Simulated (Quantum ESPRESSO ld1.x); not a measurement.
ld1.x (Quantum ESPRESSO 7.5) input

```
 &input
    zed=77.0,
    iswitch=1,
    rel=2,
    dft='PBE',
    config='[Xe] 4f14 5d6 7f1',
    rel_dist='energy',
    verbosity='high',
    lsmall=.true.,
    prefix='ld1',
    max_out_wfc=37,
    file_charge='ld1.rho',
 /
```

Command: `OMP_NUM_THREADS=1 ld1.x < ld1.in > ld1.out`

It prints (banner and zero overlaps left out):

```
     Program LD1 v.7.5 starts

     --------------------------- All-electron run ----------------------------

     dirac relativistic calculation

     atomic number is 77.00
     dft =PBE   lsd =0 sic =0 latt =0  beta=0.20 tr2=1.0E-14
     Exchange-correlation= PBE
                           (   1   4   3   4   0   0   0)
     mesh =2119 r(mesh) =  99.50367 a.u. xmin = -8.00 dx = 0.00800
     1 Ry =  13.60569312 eV, c = 137.03599908

     n l j   nl                  e(Ry)          e(Ha)          e(eV)
     Spin orbit split results
     1 0 0.5 1S 1( 2.00)   -5589.576123220   -2794.788061610 -76050.0574202
     2 0 0.5 2S 1( 2.00)    -978.789488901    -489.394744451 -13317.1094180
     2 1 0.5 2P 1( 2.00)    -937.566996812    -468.783498406 -12756.2488409
     2 1 1.5 2P 1( 4.00)    -817.924697348    -408.962348674 -11128.4324298
     3 0 0.5 3S 1( 2.00)    -230.527732705    -115.263866352  -3136.4895875
     3 1 0.5 3P 1( 2.00)    -212.088801587    -106.044400793  -2885.6151492
     3 1 1.5 3P 1( 4.00)    -185.891304411     -92.945652206  -2529.1800421
     4 0 0.5 4S 1( 2.00)     -50.837836310     -25.418918155   -691.6839999
     4 1 0.5 4P 1( 2.00)     -43.061625451     -21.530812726   -585.8832613
     4 1 1.5 4P 1( 4.00)     -36.865781326     -18.432890663   -501.5845075
     3 2 1.5 3D 1( 4.00)    -155.160416049     -77.580208025  -2111.0650056
     3 2 2.5 3D 1( 6.00)    -149.500322595     -74.750161297  -2034.0555110
     5 0 0.5 5S 1( 2.00)      -9.283061653      -4.641530827   -126.3024881
     5 1 0.5 5P 1( 2.00)      -6.836428912      -3.418214456    -93.0143538
     5 1 1.5 5P 1( 4.00)      -5.828040579      -2.914020290    -79.2945316
     4 2 1.5 4D 1( 4.00)     -24.134492259     -12.067246130   -328.3664954
     4 2 2.5 4D 1( 6.00)     -22.984550770     -11.492275385   -312.7207443
     4 3 2.5 4F 1( 6.00)      -6.794819585      -3.397409793    -92.4482301
     4 3 3.5 4F 1( 8.00)      -6.565429698      -3.282714849    -89.3272217
     5 2 1.5 5D 1( 4.00)      -2.565365141      -1.282682570    -34.9035709
     5 2 2.5 5D 1( 2.00)      -2.459590194      -1.229795097    -33.4644294
     7 3 2.5 7F 1( 1.00)      -0.243364484      -0.121682242     -3.3111425
     7 3 3.5 7F 1( 0.00)      -0.242999276      -0.121499638     -3.3061736
     Averaged results
     1 0     1S 1( 2.00)   -5589.576123220   -2794.788061610 -76050.0574202
     2 0     2S 1( 2.00)    -978.789488901    -489.394744451 -13317.1094180
     2 1     2P 1( 6.00)    -857.805463836    -428.902731918 -11671.0379002
     3 0     3S 1( 2.00)    -230.527732705    -115.263866352  -3136.4895875
     3 1     3P 1( 6.00)    -194.623803470     -97.311901735  -2647.9917444
     4 0     4S 1( 2.00)     -50.837836310     -25.418918155   -691.6839999
     4 1     4P 1( 6.00)     -38.931062701     -19.465531351   -529.6840921
     3 2     3D 1(10.00)    -151.764359976     -75.882179988  -2064.8593088
     5 0     5S 1( 2.00)      -9.283061653      -4.641530827   -126.3024881
     5 1     5P 1( 6.00)      -6.164170023      -3.082085012    -83.8678057
     4 2     4D 1(10.00)     -23.444527366     -11.722263683   -318.9790447
     4 3     4F 1(14.00)      -6.663739650      -3.331869825    -90.6647967
     5 2     5D 1( 6.00)      -2.501900173      -1.250950086    -34.0400860
     7 3     7F 1( 1.00)      -0.243155794      -0.121577897     -3.3083031

     final scf error:  6.0E-15 reached in  41 iterations

     Etot =  -35712.263362 Ry,  -17856.131681 Ha, -485890.096033 eV

     Ekin =   40712.073277 Ry,   20356.036639 Ha,  553915.975411 eV
     Encl =  -89491.272631 Ry,  -44745.636315 Ha,-1217590.792599 eV
     Eh   =   13763.034013 Ry,    6881.517006 Ha,  187255.617218 eV
     Exc  =    -696.098021 Ry,    -348.049011 Ha,   -9470.896062 eV

     normalization and overlap integrals

     s(1S/1S) =  1.000000  <r> =   0.0174  <r2> =    0.0004  r(max) =   0.0108
     LC norm =  0.91491410 + SC norm =  0.08508590 =  1.00000000
     s(2S/2S) =  1.000000  <r> =   0.0729  <r2> =    0.0064  r(max) =   0.0623
     LC norm =  0.98059653 + SC norm =  0.01940347 =  1.00000000
     s(2P/2P) =  1.000000  <r> =   0.0602  <r2> =    0.0045  r(max) =   0.0467
     LC norm =  0.98052137 + SC norm =  0.01947863 =  1.00000000
     s(2P/2P) =  1.000000  <r> =   0.0685  <r2> =    0.0057  r(max) =   0.0535
     LC norm =  0.98257916 + SC norm =  0.01742084 =  1.00000000
     s(3S/3S) =  1.000000  <r> =   0.1899  <r2> =    0.0414  r(max) =   0.1763
     LC norm =  0.99355620 + SC norm =  0.00644380 =  1.00000000
     s(3P/3P) =  1.000000  <r> =   0.1801  <r2> =    0.0378  r(max) =   0.1640
     LC norm =  0.99361317 + SC norm =  0.00638683 =  1.00000000
     s(3P/3P) =  1.000000  <r> =   0.1954  <r2> =    0.0443  r(max) =   0.1791
     LC norm =  0.99420696 + SC norm =  0.00579304 =  1.00000000
     s(4S/4S) =  1.000000  <r> =   0.4232  <r2> =    0.2023  r(max) =   0.3986
     LC norm =  0.99784150 + SC norm =  0.00215850 =  1.00000000
     s(4P/4P) =  1.000000  <r> =   0.4267  <r2> =    0.2074  r(max) =   0.3954
     LC norm =  0.99793505 + SC norm =  0.00206495 =  1.00000000
     s(4P/4P) =  1.000000  <r> =   0.4604  <r2> =    0.2411  r(max) =   0.4284
     LC norm =  0.99816369 + SC norm =  0.00183631 =  1.00000000
     s(3D/3D) =  1.000000  <r> =   0.1705  <r2> =    0.0341  r(max) =   0.1398
     LC norm =  0.99432075 + SC norm =  0.00567925 =  1.00000000
     s(3D/3D) =  1.000000  <r> =   0.1752  <r2> =    0.0359  r(max) =   0.1443
     LC norm =  0.99448314 + SC norm =  0.00551686 =  1.00000000
     s(5S/5S) =  1.000000  <r> =   0.9768  <r2> =    1.0706  r(max) =   0.8942
     LC norm =  0.99947903 + SC norm =  0.00052097 =  1.00000000
     s(5P/5P) =  1.000000  <r> =   1.0601  <r2> =    1.2692  r(max) =   0.9457
     LC norm =  0.99955856 + SC norm =  0.00044144 =  1.00000000
     s(5P/5P) =  1.000000  <r> =   1.1551  <r2> =    1.5070  r(max) =   1.0245
     LC norm =  0.99962323 + SC norm =  0.00037677 =  1.00000000
     s(4D/4D) =  1.000000  <r> =   0.4719  <r2> =    0.2578  r(max) =   0.4216
     LC norm =  0.99836161 + SC norm =  0.00163839 =  1.00000000
     s(4D/4D) =  1.000000  <r> =   0.4831  <r2> =    0.2701  r(max) =   0.4318
     LC norm =  0.99842176 + SC norm =  0.00157824 =  1.00000000
     s(4F/4F) =  1.000000  <r> =   0.5311  <r2> =    0.3454  r(max) =   0.3923
     LC norm =  0.99880502 + SC norm =  0.00119498 =  1.00000000
     s(4F/4F) =  1.000000  <r> =   0.5387  <r2> =    0.3556  r(max) =   0.3986
     LC norm =  0.99883007 + SC norm =  0.00116993 =  1.00000000
     s(5D/5D) =  1.000000  <r> =   1.5256  <r2> =    2.6947  r(max) =   1.2513
     LC norm =  0.99978462 + SC norm =  0.00021538 =  1.00000000
     s(5D/5D) =  1.000000  <r> =   1.5710  <r2> =    2.8578  r(max) =   1.2920
     LC norm =  0.99979668 + SC norm =  0.00020332 =  1.00000000
     s(7F/7F) =  1.000000  <r> =  14.0516  <r2> =  224.3451  r(max) =  15.6770
     LC norm =  0.99999345 + SC norm =  0.00000655 =  1.00000000
     s(7F/7F) =  1.000000  <r> =  14.0545  <r2> =  224.5522  r(max) =  15.6770
     LC norm =  0.99999343 + SC norm =  0.00000657 =  1.00000000

     LC charge = 74.52467806 + SC charge =  0.47532194 = 75.00000000

     ------------------------ End of All-electron run ------------------------
```

Run on one thread of a shared host, so times are rough (Intel(R) Xeon(R) Processor @ 2.60GHz): 0.83 s of CPU time, 1.7 s wall, 41 iterations on 2119 mesh points.
